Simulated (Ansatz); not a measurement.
Start from `[Cl][Ga]([Cl])[SeH]` and change one atom or group to get `C[S][Ga]([Cl])[Cl]`.

Ansatz, PBE0-D4/def2-TZVP geometries, multiplicity 1. Each molecule was computed in one conformer, which needn't be the lowest.

Scalar relativity is left out up to krypton.

| property | `[Cl][Ga]([Cl])[SeH]` |
| --- | --- |
| zero-point energy (PBE0-D4/def2-TZVP) / kJ/mol | 28.8 |
| size of the dipole moment (ωB97M-V/def2-TZVPP) / D | 1.54 |
| HOMO energy (ωB97M-V/def2-TZVPP) / eV | -10.07 |
| HOMO–LUMO gap (B3LYP/def2-TZVPP) / eV | 5.70 |
| ideal-gas entropy at 298 K and 1 bar (rigid rotor, harmonic PBE0-D4/def2-TZVP) / J/(mol·K) | 364 |
| LUMO energy (PBE0/def2-TZVPP) / eV | -1.68 |

Give the same properties after the change, and the shifts. (Estimate.)

Ansatz gave: 
```json
{"property": "zero-point energy (PBE0-D4/def2-TZVP) / kJ/mol", "`C[S][Ga]([Cl])[Cl]`": "109.9", "shift": "81.1"}
{"property": "size of the dipole moment (ωB97M-V/def2-TZVPP) / D", "`C[S][Ga]([Cl])[Cl]`": "2.36", "shift": "0.82"}
{"property": "HOMO energy (ωB97M-V/def2-TZVPP) / eV", "`C[S][Ga]([Cl])[Cl]`": "-9.86", "shift": "0.21"}
{"property": "HOMO–LUMO gap (B3LYP/def2-TZVPP) / eV", "`C[S][Ga]([Cl])[Cl]`": "5.77", "shift": "0.07"}
{"property": "ideal-gas entropy at 298 K and 1 bar (rigid rotor, harmonic PBE0-D4/def2-TZVP) / J/(mol·K)", "`C[S][Ga]([Cl])[Cl]`": "394", "shift": "30"}
{"property": "LUMO energy (PBE0/def2-TZVPP) / eV", "`C[S][Ga]([Cl])[Cl]`": "-1.38", "shift": "0.30"}
```

With PBE0 the HOMO rises by 0.25 eV and the LUMO rises by 0.30 eV, so the gap widens by about 0.05 eV. PBE moves the HOMO by 0.29 eV and ωB97M-V by 0.21 eV. The zero-point energy changes by 81.1 kJ/mol with +9 modes. Dipoles are sizes alone; their direction can turn. Modes under 60 cm⁻¹, often nearly free rotors, make the harmonic entropy too high.

B3LYP here is the variant with VWN-RPA as its local correlation; programs differ in this.

Spin–orbit coupling is left out; it splits and shifts lone-pair levels of the heavy atoms by tenths of an eV.
